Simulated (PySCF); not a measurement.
# `C[C@@H](Cl)/C=C\O[SiH3]` in a uniform electric field

Compound: C4H9ClOSi.
Geometry (GFN2-xTB, Å), atoms numbered from 1 in this order:
```
atom  x, y, z in Å
C1    -2.519   -0.610   -0.646
C2    -1.411    0.336   -0.220
Cl3   -2.162    1.899    0.303
C4    -0.607   -0.189    0.916
C5     0.722   -0.208    0.932
O6     1.467    0.221   -0.099
Si7    3.077    0.377   -0.306
H8    -3.179   -0.824    0.192
H9    -3.106   -0.174   -1.451
H10   -2.080   -1.543   -0.994
H11   -0.761    0.593   -1.059
H12   -1.152   -0.542    1.777
H13    1.264   -0.591    1.788
H14    3.074    0.922   -1.652
H15    3.728   -0.931   -0.196
H16    3.639    1.274    0.704
```

Level: wB97X-D/def2-SVPD (PySCF); nuclei fixed, core orbitals frozen in the response. Permanent dipole (2.075, -2.095, -0.111) D (1 au = 2.5417 D). Static polarisability (au):

```
x   118.98  -4.83   0.46
y    -4.83  86.53  -0.01
z     0.46  -0.01  80.36
```

Only the terms in μ and α are kept: μ(F) = μ + αF and ΔE = −μ·F − ½ F·αF.

What do fields of 0.411 V/Å (0.008 au) along the six axis directions do?

| field along | induced x (D) | induced y (D) | induced z (D) | total size (D) | −μ·F (kJ/mol) | −½F·αF (kJ/mol) |
| --- | --- | --- | --- | --- | --- | --- |
| +x | 2.419 | -0.098 | 0.009 | 5.002 | -17.147 | -9.996 |
| −x | -2.419 | 0.098 | -0.009 | 2.030 | +17.147 | -9.996 |
| +y | -0.098 | 1.759 | 0.000 | 2.008 | +17.312 | -7.270 |
| −y | 0.098 | -1.759 | 0.000 | 4.426 | -17.312 | -7.270 |
| +z | 0.009 | 0.000 | 1.634 | 3.325 | +0.917 | -6.752 |
| −z | -0.009 | 0.000 | -1.634 | 3.421 | -0.917 | -6.752 |

For the field (-0.0048, 0.0000, 0.0040) au, what is the induced dipole, and what angle does it make with the field?

αF = (-1.447, 0.059, 0.811) D, at 10.7° to the field. The polarisability along this direction, F·αF/F², is 102.70 au, against a mean of 95.29 au.

Which field along μ doubles the dipole in that direction (linear response)?

The polarisability along the dipole is 107.37 au, so F = 1.1609 au / 107.37 au = 0.0108 au = 0.56 V/Å; higher-order terms are ignored.

What field makes μF equal to kT at 400 K?

kT = 1.2667 × 10⁻³ Eh, so F = 0.00109 au = 5.61 MV/cm.

A unit point charge sits 14 Å away. Estimate the induction energy −αe²/2R⁴ with the mean polarisability, treating the molecule as a point.

R = 26.46 bohr, so the energy is −95.3/(2 × 26.46⁴) Eh = -0.255 kJ/mol. The charge–dipole term at its most favourable orientation, −μe/R², is -4.35 kJ/mol.

The structure is a single GFN2-xTB conformer in the gas phase; no vibrational or solvent corrections.

These values come from a run that also computed excited states. On one thread, Arm Neoverse N1 (aarch64), no GPU (shared host), this took 93 s and 0.96 GiB of memory at its peak.

Note: wB97X-D ran without an empirical dispersion term, which enters the total energy and its gradient alone.
